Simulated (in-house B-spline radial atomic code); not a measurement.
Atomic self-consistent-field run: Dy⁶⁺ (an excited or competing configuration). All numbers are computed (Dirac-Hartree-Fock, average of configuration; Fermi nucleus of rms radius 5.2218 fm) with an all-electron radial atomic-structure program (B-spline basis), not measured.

Command:
```bash
python run_scf.py task.json out
```
Settings (nuclear radius in fm, mass in u):
```
Z                66
configuration    [Kr] 4d10 4f8 5s2 5p3 5g1
hamiltonian      dirac
method           hf
spin_polarised   False
nucleus          fermi
rms_radius       5.2218
atomic_mass      163.92918
speed_of_light   137.035999084
```

Output (hartree, bohr):
```
 radial grid: 67 intervals, B-splines of order 8, outer radius 21.6418 bohr

 iter        energy (Eh)    residual
    1      -12101.745659    9.52e-01
    2      -12127.393182    1.19e+00
    3      -12148.344410    2.68e-01
    4      -12149.548571    9.02e-02
    5      -12149.623728    2.45e-02
    6      -12149.633034    1.45e-02
    7      -12149.635985    7.78e-04
    8      -12149.635989    2.49e-04
    9      -12149.635990    1.08e-05
   10      -12149.635990    2.61e-07

 total energy                    -12149.63599
 kinetic                           13324.4806
 electron-nucleus                 -29746.0811
 electron-electron                  4271.9645

 first-order corrections (not in the total)
   Gaunt                            12.8932
   retardation                      -1.3581
   frequency dependence             -0.1848
   self-energy                       9.0997
   Uehling                          -1.5134
   Wichmann-Kroll                    0.0502
   recoil                            0.0260

 orbital      occ     eigenvalue          <r>       <r^2>       <1/r>       r_max    small
 1s1/2      2.000     -1992.2625    0.0211144 0.000609287     74.5528     0.01338  6.07e-02
 2s1/2      2.000      -339.3833     0.089145   0.0094476     17.8774     0.07614  1.35e-02
 2p1/2      2.000      -322.1697    0.0744637  0.00686312     17.8104     0.05747  1.35e-02
 2p3/2      4.000      -292.6872    0.0814787   0.0080838     15.6094     0.06346  1.25e-02
 3s1/2      2.000       -80.4412     0.233334   0.0623632     6.54819      0.2152  4.34e-03
 3p1/2      2.000       -72.9325     0.223422   0.0580845        6.45       0.203  4.27e-03
 3p3/2      4.000       -66.6939     0.236543   0.0649113     5.89437      0.2154  3.98e-03
 3d3/2      4.000       -53.9758     0.209429    0.051587     5.75944      0.1709  3.84e-03
 3d5/2      6.000       -52.6306     0.213524    0.053491     5.62207      0.1744  3.76e-03
 4s1/2      2.000       -19.8279     0.528614     0.31514     2.71861      0.4938  1.36e-03
 4p1/2      2.000       -16.7900       0.5401    0.331655     2.60677       0.498  1.28e-03
 4p3/2      4.000       -15.3737     0.568218    0.366861     2.42857      0.5236  1.19e-03
 4d3/2      4.000       -10.3376     0.598023     0.41366     2.21332      0.5291  1.02e-03
 4d5/2      6.000       -10.0755     0.608274     0.42774     2.16696      0.5378  9.92e-04
 4f5/2      3.429        -4.1746     0.715738    0.625957     1.73938      0.5268  6.71e-04
 4f7/2      4.571        -4.1372     0.722499    0.637688     1.72251      0.5316  6.61e-04
 5s1/2      2.000        -5.3025      1.21531     1.64612     1.09457       1.122  3.23e-04
 5p1/2      1.000        -4.4042      1.30768     1.91165     1.00858       1.198  2.83e-04
 5p3/2      2.000        -4.1616      1.36932     2.09358    0.952673       1.258  2.62e-04
 5g7/2      0.444        -0.9890      3.83785     16.1433    0.288818       3.495  2.78e-05
 5g9/2      0.556        -0.9892      3.83673     16.1346     0.28892       3.494  2.78e-05
```

Time taken, with all properties: 1.9 s on 1 thread of Arm Neoverse V1 (shared host).

For the Dirac Hamiltonian the kinetic term is c α·p + (β - 1)c².
